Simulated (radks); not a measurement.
Values are calculated unless marked as measured or tabulated.
Valence configurations of Cd I (all share [Kr]). Level of theory: scalar-relativistic Kohn-Sham, PBEsol, spin-polarised, spherical densities, point nucleus; open shells are filled with parallel spins first (spin-orbit coupling, left out, can overturn this in heavy ions) (a radial shooting solver on a logarithmic mesh with Libxc functionals). Energies are relative to 4d10 5s2; eigenvalues in eV for spin up.

| valence | E (eV) | moment (Bohr magnetons) | e(4d) | e(5p) | e(5s) |
|---|---|---|---|---|---|
| 4d10 5s2 | 0.000 | 0 | -11.730 | - | -5.700 |
| 4d8 5s2 5p2 | 27.804 | 4 | -23.101 | -4.157 | -10.566 |
| 4d9 5s2 5p1 | 12.254 | 2 | -17.546 | -2.819 | -8.354 |
| 4d10 5s1 5p1 | 4.041 | 2 | -13.548 | -2.454 | -7.422 |
| 4d7 5s2 5p3 | 46.599 | 6 | -28.612 | -5.368 | -12.573 |
| 4d5 5s2 5p5 | 98.262 | 6 | -40.192 | -7.200 | -15.914 |
| 4d6 5s1 5p5 | 78.303 | 6 | -35.748 | -6.903 | -15.142 |
| 4d10 5p2 | 9.103 | 2 | -15.112 | -3.187 | - |

NIST lists [Kr] 4d10 5s2 as the ground configuration; this level of theory agrees among the configurations tried. The energies are those of spherical high-spin densities, not of single terms.
